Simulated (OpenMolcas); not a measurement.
# Au3+: moving or changing the point charges

Au3+ among 6 point charges of -1.7 e arranged as an octahedron (Oh), 1.98 Å from the ion.
```
   1.9800    0.0000    0.0000  -1.70
   0.0000    1.9800    0.0000  -1.70
  -1.9800    0.0000    0.0000  -1.70
   0.0000   -1.9800    0.0000  -1.70
   0.0000    0.0000    1.9800  -1.70
   0.0000    0.0000   -1.9800  -1.70
```

```yaml
Program: OpenMolcas 26.06
Method: "SS-CASPT2, IPEA 0.25 Eh, imaginary shift 0.1 Eh (closed shells correlated: 5s 5p)"
Basis: ANO-RCC-VDZP [7s6p4d2f]
Scalar_Hamiltonian: DKH2, point nucleus
Active_space: 8 electrons in 5 orbitals (5d)
State_averaging: 2S+1 = 3 even, 10 roots; 2S+1 = 1 even, 15 roots
Spin-orbit_coupling: state interaction with AMFI integrals over the reference wave functions
```

Runs around this geometry, states (labels of O, the rotations of Oh). Energies in cm-1 above the lowest state or level, χT in cm3 K/mol; 10Dq and B are least-squares fits to the states below 45000 cm-1, weighted by degeneracy, with a free offset, and given where the rms deviation is under 5 % of |10Dq| (or 100 cm-1) and under 700 cm-1.

```
R (Å)  q (e)  Ground state  First state of that spin   10Dq  B (rms of fit)  First gap with spin-orbit (degeneracies)  χT at 300 K  First state of another spin
 1.98  -1.36           3A2                  3T2 7440                                                      5000 (3, 2)        2.506                     1E 12750
  1.8   -1.7           3A2                 3T2 14100  13757       893 (360)                               8960 (3, 2)        2.185                     1E 13270
 1.98   -1.7           3A2                  3T2 9180   9276       816 (290)                               6160 (3, 2)        2.423                     1E 12980
 2.15   -1.7           3A2                  3T2 6120                                                      4150 (3, 2)        2.571                     1E 12600
```

Taking the first state of the same spin as R^-n, n = -ln(6120 / 14100) / ln(2.15 / 1.8) = 4.7 between the shortest and longest distance.

Scaling the charges by -1.36 / -1.7 = 0.80 scales the first state of the same spin by 7440 / 9180 = 0.81; with fixed orbitals a first-order splitting would follow the charge.

Roots that are degenerate in the reference are averaged as groups; the widest CASPT2 spread within a group is 350 cm-1 (the 3-fold group of multiplicity 1 near 24500 cm-1 above the lowest state of its run, R = 1.98, q = -1.36). Shifts and gaps below about the spread of the groups concerned are not significant. Real 4d8 and 5d8 ions are as a rule square planar and diamagnetic. Free-ion shares, where given, are those of the reference states; single-state CASPT2 does not remix them. Spin-orbit coupling mixes the spin-free states strongly: the lowest level takes only 67 % from its leading state, 3A2 (figures for R = 1.98, q = -1.36; the like holds for R = 2.15, q = -1.7). This field is weak: 10Dq is about 7419 cm-1, while octahedral complexes of 5d ions of charge 3 and more, computed by the same method with explicit ligands, had a median near 35000 cm-1. Ground spin and moment need not be those of a real site (figures for R = 1.98, q = -1.36; the like holds for R = 1.8, q = -1.7, R = 1.98, q = -1.7, R = 2.15, q = -1.7). Point charges carry no covalency, so the field is a model and not that of real ligands. No measured value stands beside these numbers.
